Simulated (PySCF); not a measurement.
`ClC[SiH2]C1=C[C@@H]1C(Cl)Cl`: 4 charge schemes on one density

Compound: C5H7Cl3Si.
Atom-mapped SMILES: `[Cl:1][CH2:2][SiH2:3][C:4]1=[CH:5][C@@H:6]1[CH:7]([Cl:8])[Cl:9]` (hydrogens: H10, H11 on C2; H12, H13 on Si3; H14 on C5; H15 on C6; H16 on C7)

Cartesian coordinates in Å at the GFN2-xTB level; atoms count from 1:
```xyz
16
C5H7Cl3Si angstrom
Cl    -1.5404    0.9427    1.8888
C     -1.9193    1.1614    0.1547
Si    -1.7428   -0.5255   -0.7309
C      0.0123   -1.0487   -0.4067
C      0.9412   -1.8473    0.0457
C      1.4414   -0.5320   -0.4445
C      1.8562    0.5151    0.5461
Cl     1.6618    2.1432   -0.1498
Cl     3.5665    0.3009    1.0167
H     -1.2242    1.9095   -0.2201
H     -2.9264    1.5681    0.1071
H     -2.6620   -1.4961   -0.1399
H     -1.9503   -0.3255   -2.1668
H      1.2484   -2.7699    0.4716
H      1.9700   -0.4664   -1.3906
H      1.2601    0.4796    1.4606
```

Density: PBE0/pcSseg-1 (PySCF); schemes: Mulliken, IAO, Hirshfeld and ESP-fitted. Isolated species at its GFN2-xTB geometry (one conformer only).

**Question.** For which atoms does the sign change between the 4 schemes (beyond +0.03 e in one, beyond −0.03 e in another)?

**Answer.** C6. Atomic charges aren't observables, and each scheme defines them in its own way.

**Question.** Which atoms carry the lowest charge in the Mulliken, IAO, Hirshfeld and ESP-fitted schemes?

**Answer.** The schemes don't all agree: Mulliken C2 (-0.509); IAO C2 (-0.526); Hirshfeld C2 (-0.125); ESP-fitted C7 (-0.546).

**Question.** Give the atomic charges in each scheme.

**Answer.** In e:

```tsv
atom	environment	Mulliken	IAO	Hirshfeld	ESP-fitted
Cl1	alkyl chlorine	-0.163	-0.100	-0.048	-0.130
C2	sp3 C–Cl carbon	-0.509	-0.526	-0.125	-0.462
Si3	SiH2 silicon	+0.739	+0.781	+0.353	+0.527
C4	fully substituted alkene carbon	-0.272	-0.278	-0.098	-0.213
C5	alkene CH carbon	-0.036	-0.119	-0.023	-0.184
C6	allylic carbon	-0.096	-0.126	-0.068	+0.102
C7	CHCl2 carbon	-0.192	-0.100	+0.027	-0.546
Cl8	alkyl chlorine	-0.075	-0.086	-0.046	-0.019
Cl9	alkyl chlorine	-0.068	-0.088	-0.071	-0.029
H10	methylene hydrogen	+0.198	+0.180	+0.035	+0.195
H11	methylene hydrogen	+0.184	+0.174	+0.051	+0.218
H12	Si–H hydrogen	-0.063	-0.106	-0.067	-0.079
H13	Si–H hydrogen	-0.073	-0.113	-0.066	-0.089
H14	vinylic hydrogen	+0.085	+0.185	+0.085	+0.219
H15	methine hydrogen	+0.135	+0.138	+0.029	+0.123
H16	methine hydrogen	+0.207	+0.184	+0.032	+0.369
```

Mean size of the charges over all atoms: ESP-fitted 0.219 e, IAO 0.205 e, Mulliken 0.193 e, Hirshfeld 0.076 e. Each set sums to the total charge, 0, to within 0.001 e. The IAO scheme projects the occupied orbitals on a minimal set of polarised atomic orbitals and counts the electrons in each atom's part of it.

**Question.** How closely do the schemes follow one another over all atoms?

**Answer.** Correlation coefficient and root-mean-square difference: Mulliken with IAO 0.98, 0.048 e; IAO with Hirshfeld 0.94, 0.176 e; Mulliken with Hirshfeld 0.90, 0.172 e; Mulliken with ESP-fitted 0.88, 0.134 e; IAO with ESP-fitted 0.84, 0.153 e; Hirshfeld with ESP-fitted 0.68, 0.216 e.

**Question.** How many electrons does the IAO scheme count on Cl9?

**Answer.** Z − q = 17 − (-0.088) = 17.088.

**Question.** Sum the charges by element, for elements with more than one atom.

**Answer.** 
| element | atoms | Mulliken | IAO | Hirshfeld | ESP-fitted |
| --- | --- | --- | --- | --- | --- |
| Cl | 3 | -0.307 | -0.274 | -0.165 | -0.178 |
| C | 5 | -1.105 | -1.149 | -0.287 | -1.304 |
| H | 7 | +0.673 | +0.641 | +0.099 | +0.955 |
